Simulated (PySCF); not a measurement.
C3H7NSi2. Atoms are numbered in the order given.

```xyz
13

Si    -0.0927    -2.4427     0.0000
C     -0.0319    -0.5589     0.0000
C     -1.1236     0.2440     0.0000
Si    -0.4483     2.0004     0.0000
N      1.2550     1.5006     0.0000
C      1.2587     0.2236     0.0000
H     -0.8097    -2.9381    -1.2134
H      1.2994    -2.9853     0.0000
H     -0.8097    -2.9381     1.2134
H     -2.1461    -0.1435     0.0000
H     -0.7880     2.7882     1.2193
H     -0.7880     2.7882    -1.2193
H      2.2121    -0.3353     0.0000
```
Charge 0, spin multiplicity 1.

Geometry: PBE0-D3(BJ)/def2-SVP. The geometry has at least one imaginary mode, so it is a saddle point at that level. This is a generated structure with no PubChem entry under its InChIKey; it may be hypothetical.

Computed with M06-2X/def2-TZVP (PySCF).

Symmetry labels are those of the subgroup Cs that the program uses (full group Cs).

Computed valence orbital energies around the gap with their symmetry:
```csv
orbital,symmetry,energy (eV)
HOMO−7,A",-12.66
HOMO−6,A',-12.02
HOMO−5,A",-11.35
HOMO−4,A',-11.17
HOMO−3,A",-10.60
HOMO−2,A',-9.82
HOMO−1,A",-9.00
HOMO,A',-8.78
LUMO,A",-1.34
LUMO+1,A',1.16
LUMO+2,A',1.32
LUMO+3,A",1.65
```
